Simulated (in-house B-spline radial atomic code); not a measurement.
# Cr VI (Cr5+): [Ar] 4s1 (an excited or competing configuration)

Computed with a B-spline radial code for spherical atoms: non-relativistic B3LYP, spin-polarised, spherical fractional occupations, exact exchange averaged over the configuration, point nucleus.

Z_r = [3n² - l(l+1)]/(2<r>); Z_e = n√(-2ε); the last column is Slater's effective charge. Values are occupation-weighted means over spin.

| shell | electrons | ε (eV) | <r> (bohr) | Z_r | Z_e | Slater |
| --- | --- | --- | --- | --- | --- | --- |
| 1s | 2 | -5966.1 | 0.0642 | 23.36 | 20.94 | 23.70 |
| 2s | 2 | -772.16 | 0.2955 | 20.30 | 15.07 | 19.85 |
| 2p | 6 | -670.86 | 0.2606 | 19.18 | 14.04 | 19.85 |
| 3s | 2 | -166.91 | 0.8547 | 15.79 | 10.51 | 12.75 |
| 3p | 6 | -136.78 | 0.8798 | 14.21 | 9.51 | 12.75 |
| 4s | 1 | -58.612 | 2.024 | 11.86 | 8.30 | 7.20 |

The least bound orbital is 4s up at -58.61 eV, and it is also the most diffuse (<r> = 2.024 bohr).
